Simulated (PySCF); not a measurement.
Job file and geometry (Å, from GFN2-xTB) of an NMR shielding run on SMILES CC#C[C@@H]1CS[C@@H](BF)S1, C6H8BFS2, GIAO PBE0/pcSseg-1 NMR shielding, non-relativistic, gas phase (PySCF); density fitting, a coarse starting grid and PySCF grid level 2 are the driver's defaults:

```
$ OMP_NUM_THREADS=1 python probes_run.py task.json out

{"job": {"kind": "nmr", "xc": "PBE0", "basis": "pcSseg-1"}, "charge": 0, "multiplicity": 1}
C      3.680068    -0.804350     0.064495
C      2.362194    -0.289149    -0.217999
C      1.282013     0.167764    -0.469082
C     -0.052810     0.663746    -0.705107
C     -0.666950     1.259090     0.562023
S     -1.364005    -0.081109     1.569175
C     -2.220983    -0.820469     0.182782
B     -3.058534    -0.065676    -0.909799
F     -3.947641    -0.796917    -1.597970
S     -1.094896    -0.768091    -1.301580
H      4.409254    -0.355504    -0.608749
H      3.954384    -0.574075     1.093359
H      3.689198    -1.885046    -0.071581
H     -0.051602     1.396902    -1.516457
H      0.097404     1.748329     1.164380
H     -1.459996     1.967152     0.326495
H     -2.460167    -1.852944     0.419170
H     -3.105691     1.096666    -1.054251
```

Q: What does the program print?

A: 
```
coarse grid: 16896 points
cycle   1  E = -1153.6145191319  dE =  1.504e+00  |g| = 5.702e-01  |ddm| = 4.526e+00
cycle   2  E = -1153.5727550288  dE =  4.176e-02  |g| = 7.919e-01  |ddm| = 1.505e+00
cycle   3  E = -1153.6785643655  dE = -1.058e-01  |g| = 1.188e-01  |ddm| = 8.557e-01
cycle   4  E = -1153.6805019637  dE = -1.938e-03  |g| = 7.249e-02  |ddm| = 1.590e-01
cycle   5  E = -1153.6816525332  dE = -1.151e-03  |g| = 2.344e-02  |ddm| = 7.267e-02
cycle   6  E = -1153.6817790687  dE = -1.265e-04  |g| = 3.736e-03  |ddm| = 2.395e-02
cycle   7  E = -1153.6817821753  dE = -3.107e-06  |g| = 1.261e-03  |ddm| = 5.495e-03
final grid: 156528 points
cycle   8  E = -1153.7506280325  dE = -4.974e-05  |g| = 1.135e-02  |ddm| = 5.850e-02
cycle   9  E = -1153.7505988200  dE =  2.921e-05  |g| = 1.566e-02  |ddm| = 2.759e-02
cycle  10  E = -1153.7506592275  dE = -6.041e-05  |g| = 1.422e-03  |ddm| = 1.738e-02
cycle  11  E = -1153.7506597519  dE = -5.244e-07  |g| = 3.219e-04  |ddm| = 2.305e-03
cycle  12  E = -1153.7506597699  dE = -1.803e-08  |g| = 1.884e-04  |ddm| = 4.271e-04
cycle  13  E = -1153.7506597770  dE = -7.153e-09  |g| = 6.519e-05  |ddm| = 1.916e-04
cycle  14  E = -1153.7506597780  dE = -9.647e-10  |g| = 2.252e-05  |ddm| = 8.475e-05
converged SCF energy = -1153.7506597780

GIAO shielding tensors (ppm)
atom      isotropic    diamagn.    paramagn.     s11        s22        s33       span
  0 C      182.076     253.725     -71.649    174.353    174.924    196.953     22.600
  1 C       91.725     268.117    -176.393     12.572     24.080    238.523    225.951
  2 C      102.766     261.728    -158.962      5.870     20.716    281.712    275.842
  3 C      136.422     251.538    -115.116     91.258    153.708    164.301     73.043
  4 C      139.348     250.132    -110.784    107.171    146.485    164.388     57.217
  5 S      427.482    1055.803    -628.321    234.777    348.742    698.929    464.152
  6 C      128.725     259.823    -131.097     73.756    147.916    164.504     90.748
  7 B       97.814     192.830     -95.016     81.699     96.871    114.873     33.174
  8 F      356.508     458.190    -101.682    243.316    336.741    489.466    246.150
  9 S      485.330    1057.437    -572.107    146.469    371.419    938.103    791.634
 10 H       29.703      26.565       3.138     24.219     27.671     37.219     12.999
 11 H       29.706      29.288       0.418     24.166     28.291     36.661     12.494
 12 H       29.588      29.325       0.263     24.277     28.230     36.257     11.980
 13 H       27.580      30.205      -2.625     22.776     25.383     34.581     11.804
 14 H       28.979      30.485      -1.507     23.596     26.651     36.690     13.094
 15 H       28.654      30.679      -2.025     23.481     25.660     36.822     13.341
 16 H       27.672      31.632      -3.960     22.033     25.542     35.441     13.409
 17 H       28.079      30.547      -2.468     23.346     28.894     31.996      8.650
```

Size and cost of the density-fitted run: 224 basis functions, 41 s wall time on 1 thread of an Arm Neoverse V2, shared host; peak memory 1.1 GiB.
